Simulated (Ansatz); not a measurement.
`FB1S[SiH]1F` → B• + 2 F• + H• + S• + Si•  (atomization)

Program: Ansatz. Geometries: PBE0-D4/def2-TZVP. ΔE: electronic, gas phase. CCSD(T)/CBS is the MP2 limit (def2-TZVPP, def2-QZVPP) plus CCSD(T) − MP2 in def2-TZVPP, frozen cores. This one scheme is used for every species, atoms too. DFT in def2-TZVPP. B3LYP here is the variant with VWN-RPA as its local correlation; programs differ in this. Open shells (•) are unrestricted, without spin–orbit coupling. Spin–orbit coupling would lower the free atoms: a little for B, F, S, Si.

`FB1S[SiH]1F`:

Z-matrix (Å, degrees):
```
Si
F 1 1.594
B 1 1.915 2 123.3
S 1 2.161 2 115.8 3 -59.6
H 1 1.476 2 106.4 3 170.8
F 3 1.308 1 155.9 2 79.6
```

CCSD(T)/CBS gives +2369.3 kJ/mol.

(1) Another level gave +2369.0 kJ/mol. Which?
A. r2SCAN-D4/def2-TZVPP
B. revPBE-D4/def2-TZVPP
C. B3LYP-D4/def2-TZVPP
D. B97M-V/def2-TZVPP

Largest T1 diagnostic among the species: 0.015.

## Answers

(1) B. revPBE-D4 2369.0, B97M-V 2418.2, r2SCAN-D4 2409.6, B3LYP-D4 2352.0 kJ/mol.

From r2SCAN to r2SCAN0 (25 % exact exchange), in def2-TZVPP and without D4, ΔE moves by −67.1 kJ/mol: exact exchange takes away binding that semilocal exchange gives to molecules. Leaving LDA and LC-ωPBE aside and taking each functional with its dispersion term where it has one, the values, not all of them listed here, spread over 186.7 kJ/mol, from BHLYP-D4 to PBE-D4. LDA lies +344.6 kJ/mol from PBE without D4, its usual overbinding. The D4 term adds +24.3 kJ/mol with B3LYP and +12.4 kJ/mol with PBE0; it sums over pairs of atoms, weighted by their polarisabilities, and B3LYP, whose exchange is more repulsive, gets the larger term.

For atomizations the MP2-based limit and the directly extrapolated one differ by several kJ/mol either way, and by 10 to 25 for some Ge, Se and Sn compounds, so smaller differences from it don't rank the levels.
